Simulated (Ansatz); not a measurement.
Start from `C[O][Al]([OH])[Cl]` and change one atom or group to get `C[O][Al]([OH])[SH]`.

Ansatz, PBE0-D4/def2-TZVP geometries, multiplicity 1. Each molecule was computed in one conformer, which needn't be the lowest.

```
                                                                                  property  `C[O][Al]([OH])[Cl]`
                                                   HOMO–LUMO gap (ωB97M-V/def2-TZVPP) / eV                 11.82
                                            size of the dipole moment (PBE/def2-TZVPP) / D                  0.30
                                                      HOMO–LUMO gap (PBE0/def2-TZVPP) / eV                  7.78
                                                       HOMO energy (B3LYP/def2-TZVPP) / eV                 -8.14
ideal-gas entropy at 298 K and 1 bar (rigid rotor, harmonic PBE0-D4/def2-TZVP) / J/(mol·K)                   364
                                          size of the dipole moment (B3LYP/def2-TZVPP) / D                  0.40
```

Give the same properties after the change, and the shifts. (An estimate is asked.)

Ansatz gave: 
```
                                                                                  property  `C[O][Al]([OH])[SH]`  shift
                                                   HOMO–LUMO gap (ωB97M-V/def2-TZVPP) / eV                 11.05  -0.77
                                            size of the dipole moment (PBE/def2-TZVPP) / D                  1.13   0.83
                                                      HOMO–LUMO gap (PBE0/def2-TZVPP) / eV                  7.26  -0.52
                                                       HOMO energy (B3LYP/def2-TZVPP) / eV                 -7.44   0.70
ideal-gas entropy at 298 K and 1 bar (rigid rotor, harmonic PBE0-D4/def2-TZVP) / J/(mol·K)                   382     18
                                          size of the dipole moment (B3LYP/def2-TZVPP) / D                  1.17   0.77
```

With PBE0 the HOMO rises by 0.67 eV and the LUMO rises by 0.15 eV, so the gap narrows by about 0.52 eV. PBE moves the HOMO by 0.42 eV and ωB97M-V by 0.88 eV. The zero-point energy changes by 19.8 kJ/mol with +3 modes. Dipoles are sizes alone; their direction can turn.

B3LYP here is the variant with VWN-RPA as its local correlation; programs differ in this.
